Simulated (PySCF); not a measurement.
Geometry:
| atom | x (Å) | y (Å) | z (Å) |
| --- | --- | --- | --- |
| Cl1 | 2.054 | 5.056 | 1.327 |
| Si2 | 1.725 | 3.297 | 0.262 |
| C3 | 2.528 | 1.824 | 1.131 |
| C4 | 1.359 | 0.839 | 1.313 |
| C5 | 0.067 | 1.631 | 1.543 |
| C6 | -0.052 | 2.699 | 0.445 |
| H7 | 2.171 | 3.562 | -1.135 |
| H8 | 3.380 | 1.390 | 0.587 |
| H9 | 2.908 | 2.168 | 2.107 |
| H10 | 1.245 | 0.230 | 0.398 |
| H11 | 1.547 | 0.130 | 2.136 |
| H12 | 0.118 | 2.126 | 2.529 |
| H13 | -0.812 | 0.966 | 1.571 |
| H14 | -0.777 | 3.492 | 0.679 |
| H15 | -0.365 | 2.240 | -0.509 |

Geometry: PBE0-D3(BJ)/def2-SVP; GIAO shifts from PySCF, gas phase, non-relativistic, averaged over equivalent atoms.

At WP04/pcSseg-1 (161 basis functions, 15 s wall time on 1 thread of an Arm Neoverse V2, shared host):
| atoms | δ (ppm) |
| --- | --- |
| Cl1 | -41.0 |
| Si2 | 33.3 |
| C4/C5 | 30.8 |
| C3/C6 | 18.1 |
| H7 | 4.66 |
| H11/H12 | 1.60 |
| H10/H13 | 1.39 |
| H9/H14 | 0.84 |
| H8/H15 | 0.78 |

Scale: HCl for $^{35}$Cl (σref 900.97); $^{29}$Si (σref 338.69), $^{13}$C (σref 172.44), $^{1}$H (σref 31.56) against TMS (reference shieldings calculated alike).

**Question.** Predict the values at wB97X-D/pcSseg-1 on the same geometry.

**Answer.** 
```
  atoms  δ at wB97X-D/pcSseg-1  change
    Cl1                  -16.7   +24.3
    Si2                   36.9    +3.6
  C4/C5                   28.2    -2.6
  C3/C6                   16.8    -1.3
     H7                   5.24   +0.58
H11/H12                   1.63   +0.03
H10/H13                   1.40   +0.01
 H9/H14                   0.81   -0.03
 H8/H15                   0.81   +0.03
```

Referencing at the same level of theory: $^{35}$Cl (939.37 ppm) vs HCl; $^{29}$Si (352.93 ppm) and $^{13}$C (184.54 ppm) and $^{1}$H (31.38 ppm) against TMS.

The largest change is at Cl1 (chlorine bonded to Si). Cost: 161 basis functions, 19 s wall time on 1 thread of an Arm Neoverse V2, shared host.
